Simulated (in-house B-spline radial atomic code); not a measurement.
Ni³⁺ is squeezed into an impenetrable sphere of radius R (the orbitals vanish at R). No spin polarisation. Level of theory: non-relativistic Hartree-Fock, average of configuration, point nucleus; calculated with a radial B-spline atomic code at the basis-set limit.

Energies in eV above the free ion in [Ar] 3d7:

```json
{"R (bohr)": "8.86", "highest level (eV)": "-58.6", "[Ar] 3d7": "0", "[Ne] 3s2 3p5 3d8": "69.35", "-dE/dV in [Ar] 3d7 (GPa)": "5.87e-09"}
{"R (bohr)": "6.06", "highest level (eV)": "-58.6", "[Ar] 3d7": "3.837e-05", "[Ne] 3s2 3p5 3d8": "69.35", "-dE/dV in [Ar] 3d7 (GPa)": "0.000319"}
{"R (bohr)": "4.71", "highest level (eV)": "-58.6", "[Ar] 3d7": "0.004166", "[Ne] 3s2 3p5 3d8": "69.36", "-dE/dV in [Ar] 3d7 (GPa)": "0.0547"}
{"R (bohr)": "4.43", "highest level (eV)": "-58.6", "[Ar] 3d7": "0.01069", "[Ne] 3s2 3p5 3d8": "69.36", "-dE/dV in [Ar] 3d7 (GPa)": "0.157"}
{"R (bohr)": "3.83", "highest level (eV)": "-58.5", "[Ar] 3d7": "0.07739", "[Ne] 3s2 3p5 3d8": "69.44", "-dE/dV in [Ar] 3d7 (GPa)": "1.48"}
{"R (bohr)": "2.82", "highest level (eV)": "-57.2", "[Ar] 3d7": "1.934", "[Ne] 3s2 3p5 3d8": "71.51", "-dE/dV in [Ar] 3d7 (GPa)": "66.1"}
{"R (bohr)": "2.77", "highest level (eV)": "-57", "[Ar] 3d7": "2.265", "[Ne] 3s2 3p5 3d8": "71.88", "-dE/dV in [Ar] 3d7 (GPa)": "80.3"}
{"R (bohr)": "2.12", "highest level (eV)": "-50.5", "[Ar] 3d7": "18.64", "[Ne] 3s2 3p5 3d8": "89.65", "-dE/dV in [Ar] 3d7 (GPa)": "1210"}
{"R (bohr)": "1.97", "highest level (eV)": "-46.7", "[Ar] 3d7": "31.16", "[Ne] 3s2 3p5 3d8": "103", "-dE/dV in [Ar] 3d7 (GPa)": "2400"}
{"R (bohr)": "1.28", "highest level (eV)": "18.9", "[Ar] 3d7": "415.3", "[Ne] 3s2 3p5 3d8": "494", "-dE/dV in [Ar] 3d7 (GPa)": "88500"}
```

(1) Does [Ne] 3s2 3p5 3d8 fall below [Ar] 3d7 under compression?

The highest level is first positive in the row R = 1.28 bohr, pushed up by confinement above the zero of the free ion's potential. Each configuration is held fixed and needn't be the lowest in the sphere.

Answers

(1) No, it stays above over the whole range.
